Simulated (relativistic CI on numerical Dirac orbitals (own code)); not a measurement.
# Spin-allowed bands of a d8 ion in an octahedral site, by hand

Problem. Take Δ = 13800 cm⁻¹ and B = 550 cm⁻¹ for a d8 ion in an octahedral site. Calculate the three spin-allowed bands.

Working.
1. The terms of highest spin are 3F (energy 0) and 3P (15B = 8250 cm⁻¹). Here the F term splits into A2 at −1.2Δ = -16560, T2 at −0.2Δ = -2760 and T1 at +0.6Δ = 8280 cm⁻¹.
2. The two T1 states mix through the element 0.4Δ: H = [[8280, 5520], [5520, 8250]], with roots ½(H₁₁ + H₂₂) ∓ ½√[(H₂₂ − H₁₁)² + 4H₁₂²] = ½(16530) ∓ ½(11040) = 2745 and 13785 cm⁻¹.
3. The ground term is 3A2 at -16560 cm⁻¹.
4. Bands: 3T2 13800 cm⁻¹ (725 nm), 3T1(F) 19305 cm⁻¹ (518 nm), 3T1(P) 30345 cm⁻¹ (330 nm).

Check. Exact diagonalisation of the whole d8 shell with these parameters gives 3T2 13800, 3T1 19305, 3T1 30345 cm⁻¹. The match is exact, since without spin-orbit coupling no other term has this spin. The ratio of the second band to the first, 1.399, depends on Δ/B = 25.1 alone, which is how a Tanabe-Sugano diagram is read.
